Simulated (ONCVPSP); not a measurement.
**What the settings do to the ONCV potential of holmium**

Base potential:

| Quantity | Value |
| --- | --- |
| Element | holmium |
| Generator | ONCVPSP 4.0.1 |
| Type | optimised norm-conserving Vanderbilt (ONCV) |
| Functional | LDA (Perdew-Zunger) |
| Relativity | fully relativistic |
| Frozen core | [Kr] 4d10 4f10 |
| Valence charge | 11 |
| Reference configuration | 5s2 5p6 5d1 6s1.75 6p0.25 |
| Partial waves | 5s+6s: rc 2.05 bohr, ncon 4, nbas 8, qcut 5 1/bohr, 2 projectors; 5p+6p: rc 2.75 bohr, ncon 4, nbas 9, qcut 4 1/bohr, 2 projectors; 5d: rc 2.05 bohr, ncon 5, nbas 9, qcut 4.6 1/bohr, 2 projectors, debl 2.8 Ha |
| Local potential | polynomial inside 1.50 bohr (lpopt 5, dvloc0 1 Ha) |
| Core correction | none |

Open shells are filled in proportion to 2j + 1.

All-electron outer shells of the reference configuration (LDA (Perdew-Zunger), scalar-relativistic, ld1.x):

| shell | level (eV) | outermost node (bohr) | outermost maximum (bohr) |
| --- | --- | --- | --- |
| 4d | -166.51 | 0.25 | 0.52 |
| 5s | -54.90 | 0.61 | 1.13 |
| 5p | -29.60 | 0.66 | 1.28 |
| 4f | -9.91 | – | 0.52 |
| 6s | -4.71 | 1.51 | 3.18 |
| 5d | -2.65 | 0.74 | 1.91 |
| 6p | -1.57 | 1.83 | 4.41 |

Cutoffs, loose and tight: the cutoffs (Ha) at which the residual kinetic energy of the hardest occupied pseudo-wave falls to 1 and 0.1 mHa per electron. They do not see the model core or the augmentation charge, which bear on the density cutoff. Test errors are all-electron minus pseudo excitation energies from the reference, over the configurations 5s2 5p6 5d1 6s2 6p0; 5s2 5p6 5d1 6s1 6p0; 5s2 5p6 5d1 6s0 6p0; 5s1 5p6 5d1 6s2 6p0. A dash means not determined; rows that change the core or the reference have their own tests.

A true bound ghost makes a file unfit for plane-wave use even where its test errors are small: the radial tests pick states by their node count and pass the ghost by.

| change | outcome | cutoff, loose | cutoff, tight | bound ghosts | GHOST(+) flags above zero | largest test error (meV) |
| --- | --- | --- | --- | --- | --- | --- |
| base | generated | 9.7 Ha | 12 Ha | p3/2 | s | -552 |
| s: nproj 3 | generated | 9.7 Ha | 12 Ha | p3/2 | s | -555 |
| p: nbas 7 | generated | 9.7 Ha | 12 Ha | none | s | -517 |
| p: qcut 5.5 | generated | 9.7 Ha | 12 Ha | none | s | -498 |
| d: ncon 3, nbas 7 | generated | 9.7 Ha | 12 Ha | p3/2 | s | -555 |
| local potential polynomial inside 1.50 bohr (lpopt 5, dvloc0 6.5 Ha) | generated | 9.7 Ha | 12 Ha | none | p3/2 | -528 |
| functional PBEsol | generated | 9.7 Ha | 12 Ha | p3/2 | s | -542 |
| d: debl 0.45 | generated | 9.7 Ha | 12 Ha | p3/2 | s | -552 |
